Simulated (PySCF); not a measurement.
# Os⁶⁸⁺ (osmium, charge +68) across methods

[He] 2s2 2p4, high-spin 3P determinant. All numbers are calculated (PySCF 2.14, scalar relativity by spin-free X2C-1e, in an uncontracted even-tempered set (18 s from 46 bohr⁻², ratio 2.2; 13 p from 59 bohr⁻², ratio 2.2; 5 d from 230 bohr⁻², ratio 2.4; 5 f from 350 bohr⁻², ratio 2.4; 4 g from 520 bohr⁻², ratio 2.4)).

```json
{"method": "r2SCAN", "E (hartree)": "-10469.21", "mean ε 2s β (eV)": "-19093.0", "mean ε 2p α (eV)": "-17653.6", "mean ε 2p β (eV)": "-17591.1", "Σ⟨r²⟩ (bohr²)": "0.03352", "⟨S²⟩": "2.000"}
{"method": "PBEsol", "E (hartree)": "-10464.76", "mean ε 2s β (eV)": "-19073.8", "mean ε 2p α (eV)": "-17627.8", "mean ε 2p β (eV)": "-17565.5", "Σ⟨r²⟩ (bohr²)": "0.03355", "⟨S²⟩": "2.000"}
{"method": "PBE", "E (hartree)": "-10469.00", "mean ε 2s β (eV)": "-19080.0", "mean ε 2p α (eV)": "-17631.3", "mean ε 2p β (eV)": "-17572.5", "Σ⟨r²⟩ (bohr²)": "0.03354", "⟨S²⟩": "2.000"}
{"method": "PW91", "E (hartree)": "-10469.60", "mean ε 2s β (eV)": "-19081.7", "mean ε 2p α (eV)": "-17633.1", "mean ε 2p β (eV)": "-17574.6", "Σ⟨r²⟩ (bohr²)": "0.03354", "⟨S²⟩": "2.000"}
{"method": "PBE0", "E (hartree)": "-10468.83", "mean ε 2s β (eV)": "-19119.0", "mean ε 2p α (eV)": "-17676.7", "mean ε 2p β (eV)": "-17614.5", "Σ⟨r²⟩ (bohr²)": "0.03353", "⟨S²⟩": "2.000"}
{"method": "LDA", "E (hartree)": "-10458.61", "mean ε 2s β (eV)": "-19066.6", "mean ε 2p α (eV)": "-17624.4", "mean ε 2p β (eV)": "-17557.9", "Σ⟨r²⟩ (bohr²)": "0.03356", "⟨S²⟩": "2.000"}
```

(1) Estimate the same row for UHF.

Spin-orbit coupling is strong in this species (close to jj coupling), so the high-spin LS determinant is a model state, not a physical level.

Answers

(1) E (hartree) = -10468.03410; mean ε 2s β (eV) = -19234.2; mean ε 2p α (eV) = -17811.5; mean ε 2p β (eV) = -17739.0; Σ⟨r²⟩ (bohr²) = 0.03351; ⟨S²⟩ = 2.000.
